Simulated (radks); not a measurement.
Ga+, 30 electrons, occupied as [Ar] 3d10 4s2 (the NIST ground configuration). All-electron calculation, scalar-relativistic Kohn-Sham, LB94 model potential, spin-polarised, spherical densities, finite nucleus; Fermi nuclear charge, rms radius 3.9973 fm. Program: a radial shooting solver on a logarithmic mesh with Libxc functionals.

Normalised radial functions P(r) = r R(r), r in bohr:

```
   r/bohr * 3p, o 4s (the largest magnitude, 1.3, reaches the edge; | marks zero, & curves that meet)
 0.002436                             *o
 0.002791                             *o
 0.003198                             *o
 0.003693                             *o
 0.004231                             *o
 0.004848                             *o
 0.005554                             *o
 0.006363                             *o
  0.00729                             * o
 0.008352                             * o
 0.009569                             |*o
  0.01096                             |*o
  0.01256                             |*o
  0.01451                             |*o
  0.01662                             | &
  0.01904                             | *o
  0.02181                             | *o
  0.02499                             |  &
  0.02863                             |  o*
   0.0328                             | o  *
  0.03758                             | o   *
  0.04306                             | o    *
  0.04933                             |o      *
  0.05652                             |o       *
  0.06527                             o          *
  0.07478                            o|           *
  0.08567                           o |            *
  0.09815                          o  |             *
   0.1125                         o   |             *
   0.1288                         o   |             *
   0.1476                        o    |            *
   0.1691                         o   |         *
   0.1937                          o  |      *
    0.222                           o |  *
   0.2563                          *  o
   0.2937                    *        | o
   0.3365              *              |   o
   0.3855         *                   |     o
   0.4417     *                       |      o
    0.506   *                         |      o
   0.5797  *                          |     o
   0.6642   *                         |   o
   0.7609      *                      |o
   0.8718         *                 o |
   0.9988              *        o     |
    1.153                  *o         |
    1.322                o    *       |
    1.514              o         *    |
    1.735             o            *  |
    1.987              o             *|
    2.277               o            *|
    2.609                 o           *
    2.989                   o         *
    3.424                      o      *
    3.923                        o    *
     4.53                          o  *
     5.19                            o*
    5.946                            o*
    6.813                             &
    7.805                             &
    8.942                             &
```

3p: eigenvalue -115.29 eV, 1 radial node at r = 0.238 bohr, <r> = 0.681 bohr, 90 % of the charge inside 1.05 bohr. 4s: eigenvalue -22.240 eV, 3 radial nodes at r = 0.0625, 0.258, 0.803 bohr, <r> = 2.12 bohr, 90 % of the charge inside 3.18 bohr.
